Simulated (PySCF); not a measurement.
Species: C4H10N2OSi2.
Bonds: C1–C2, C2–C3 (aromatic), C3–C4 (aromatic), C4–N5, N5–Si6, N5–Si7, C4–O8 (aromatic), O8–N9 (aromatic), C2–N9 (aromatic). Hydrogens: H10, H11, H12 on C1; H13 on C3; H14, H15, H16 on Si6; H17, H18, H19 on Si7.

The calculation used TDDFT CAM-B3LYP/def2-SVPD, vertical, gas phase, core orbitals frozen in the response in PySCF 2.14.0, density-fitted response routines. Geometry: PBE0-D3(BJ)/def2-SVP; no solvent, vibrations or thermal averaging. Torsions of this conformer, `[CH3:1][c:2]1[cH:3][c:4]([N:5]([SiH3:6])[SiH3:7])[o:8][n:9]1`: C3–C4–N5–Si6 180°.

Each state is given a Gaussian of 0.4 eV full width at half maximum, with ε(max) = 2.175×10⁸ f / Δν̃ (Δν̃ the width in cm⁻¹). The width is an assumption, not a result. The curve ends short of the highest state used, and states not computed would add to its high-energy end.

(E (eV), ε (L mol⁻¹ cm⁻¹)): (5.18, 17), (5.25, 75), (5.32, 274), (5.40, 982), (5.47, 2503), (5.55, 5920), (5.62, 10484), (5.69, 15669), (5.77, 20151), (5.84, 20954), (5.91, 18432), (5.99, 13059), (6.06, 8269), (6.14, 4365), (6.21, 2511), (6.28, 1617), (6.36, 1100), (6.43, 783), (6.51, 519), (6.58, 421), (6.65, 474), (6.73, 685), (6.80, 921), (6.87, 1103)

Question: Locate the maxima and give the states behind the curve.

Answer: 213 nm (5.82 eV), ε about 21000, made up of S2 (100%) (ε in L mol⁻¹ cm⁻¹; maxima over ε = 5, shares over 10%). At its high-energy end, 6.87 eV, the curve is still rising (ε about 1100, from S5 and S6). The states used: S1 5.78 eV (f 0.0007); S2 5.82 eV (f 0.312); S3 6.28 eV (f 0.016); S4 6.75 eV (f 0.0011); S5 6.89 eV (f 0.0096); S6 6.99 eV (f 0.0066); S7 7.01 eV (f 0.0009); S8 7.14 eV (f 0.0001); S9 7.34 eV (f 0.0023); S10 7.47 eV (f 0.0023).

Question: Coming from long wavelengths, where does ε first pass 100 L mol⁻¹ cm⁻¹?

Answer: At about 235 nm (5.27 eV), 0.51 eV below S1.

Question: What would ε be at 5.82 eV, the highest of these maxima, with half the width (0.2 eV)?

Answer: About 42100 L mol⁻¹ cm⁻¹ against 21100, a factor of about 2.00; a lone state at its own centre would give exactly 2.

Question: On this curve, what absorbance would a 10⁻³ mol/L sample give at 193 nm over a 1 cm path?

Answer: 193 nm is 6.424 eV, where ε is about 810 L mol⁻¹ cm⁻¹, so A = ε c l ≈ 0.81 (Beer–Lambert, with the gas-phase spectrum and the assumed width).

The vertical ionisation energy (ΔSCF) is 8.34 eV, 0.87 eV above S10.

Time: 6.0 min wall (with the writing of density and orbital grids); peak memory 1.5 GiB. Hardware: one thread, Arm Neoverse N1 (aarch64), no GPU, shared host with 64 logical CPUs at a one-minute load of 60.
